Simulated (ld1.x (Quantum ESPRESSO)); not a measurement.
**O, TM: configuration errors across variants**

```json
{"Element": "oxygen (O)", "Generator": "ld1.x (Quantum ESPRESSO) 7.5", "Type": "norm-conserving Troullier–Martins (Kleinman–Bylander form)", "Functional": "LDA (PZ)", "Relativity": "scalar-relativistic", "Frozen core": "[He]", "Valence charge": "6", "Reference configuration": "2s2 2p2 (charge +2)", "Partial waves": "2s (bound): rc 0.65 bohr; 3d channel at 0.5 Ry: rc 1.40 bohr; 2p (bound): rc 1.60 bohr", "Local potential": "the p channel", "Core correction": "none"}
```

All-electron excitation energies from the reference (eV): (1) 2s2 2p4 -50.292; (2) 2s2 2p3 -33.708; (3) 2s2 2p1 53.964; (4) 2s2 2p3.5 -43.926; (5) 2s2 2p0 130.919; (6) 2s1 2p5 -35.708; (7) 2s1 2p4 -18.870; (8) 2s2 2p2 spin -2.234; (9) 2s2 2p4 spin -51.701.

Spin tests fill each open shell by Hund’s rule, majority spin first.

A true bound ghost makes a file unfit for plane-wave use even where its test errors are small: the radial tests pick states by their node count and pass the ghost by.

Errors AE − PS in meV (a dash: test not solved or not reliable):

```csv
change,(1),(2),(3),(4),(5),(6),(7),(8),(9),bound ghosts
base,+67,+60,+227,+78,+1420,+293,+252,+177,+180,none
wave 2p (bound): rc 1.60 bohr becomes 2p (bound): rc 1.10 bohr,+30,+20,+74,+28,+531,+86,+75,+290,+171,none
wave 2p (bound): rc 1.60 bohr becomes 2p (bound): rc 1.34 bohr,+35,+31,+126,+40,+851,+153,+137,+245,+166,none
wave 2p (bound): rc 1.60 bohr becomes 2p (bound): rc 1.54 bohr,+53,+49,+191,+63,+1221,+241,+211,+199,+172,none
wave 2p (bound): rc 1.60 bohr becomes 2p (bound): rc 2.08 bohr,+285,+186,+531,+276,+2983,+817,+601,+31,+358,none
wave 2p (bound): rc 1.60 bohr becomes 2p (bound): rc 2.36 bohr,+662,+355,+837,+570,+4432,+1493,+964,-78,+701,d
```

(1) Give the same row for: wave 2p (bound): rc 1.60 bohr becomes 2p (bound): rc 1.84 bohr.

Results:

(1) +156, +118, +381, +165, +2235, +540, +428, +96, +248; bound ghosts: none.
